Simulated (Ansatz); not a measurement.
C2H9NOSi, SMILES `CCO[SiH2]N` from Hartree–Fock to CCSD(T)

```xyz
14

C     1.361   -1.858    0.525
C     0.790   -0.464    0.442
O    -0.521   -0.523   -0.079
Si   -1.512    0.787   -0.159
N    -1.001    2.075   -1.156
H     1.386   -2.319   -0.464
H     0.750   -2.484    1.178
H     2.379   -1.831    0.921
H     1.418    0.165   -0.202
H     0.779    0.000    1.438
H    -2.776    0.226   -0.683
H    -1.643    1.380    1.200
H    -0.957    2.008   -2.158
H    -0.454    2.840   -0.802
```

Total charge 0; spin multiplicity 1. All single points use the PBE0-D4/def2-TZVP geometry. It is one conformer, not always the lowest. Frozen core, restricted reference, the Gaussian-basis code of Ansatz. CBS rows extrapolate triple and quadruple zeta; past MP2 they add the triple-zeta difference.

```csv
basis,HF (Eh),MP2 corr.,CCSD corr.,(T),CCSD(T) total
def2-TZVPP,-499.39735,?,?,?,?
def2-QZVPP,-499.41743,-0.99415,–,–,–
CBS(def2),-499.42020,-1.04348,?,as TZ,?
```

(1) Fill in the withheld values. (An estimate is asked.)

Results:

(1) The calculation gave: def2-TZVPP MP2 corr.: -0.92757; def2-TZVPP CCSD corr.: -0.97592; def2-TZVPP (T): -0.03561; def2-TZVPP CCSD(T) total: -500.40888; CBS(def2) CCSD corr.: -1.09183; CBS(def2) CCSD(T) total: -500.54764.
